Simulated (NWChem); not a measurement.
Species: WF$_{5}$ cation; SMILES [F][W+]([F])([F])([F])[F]

Program: NWChem. Structure relaxed at the PBE0/def2-SVP level. This spin state was assumed; another may lie lower. def2 effective core potentials on W; no spin-orbit coupling. Vertical excitations in the gas phase; the lowest state need not have the same character in each row.

For level PBE/def2-SVP, TDA:

```yaml
lowest excitation, singlet (eV): 5.53
orbital gap (eV): 5.53
```

Q: How do the values read with level B3LYP/def2-SVP, TDA instead?

A: 
- lowest excitation, singlet (eV): 6.05
- orbital gap (eV): 7.62
